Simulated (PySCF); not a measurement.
Correlation energy of Cu (copper, neutral)

[Ar] 3d10 4p1, 2P determinant (an excited configuration). Calculation: PySCF 2.14, in ANO-RCC-VTZP; scalar relativity by spin-free X2C-1e. Frozen: [Ar]; 11 electrons correlated.

| level | correlation energy (mhartree) |
| --- | --- |
| CCSD | -437.53 |
| (T) | -19.31 |
| CCSD(T) | -456.84 |

Diagnostics: T1 = 0.026, D1 = 0.0962, largest double amplitude 0.037.

Task: Is a single reference adequate?

Result: Yes: T1 lies below 0.03 and no double amplitude reaches 0.07.

The basis was made for the ground configuration and has no added diffuse functions, which can raise the energy of the promoted electron.
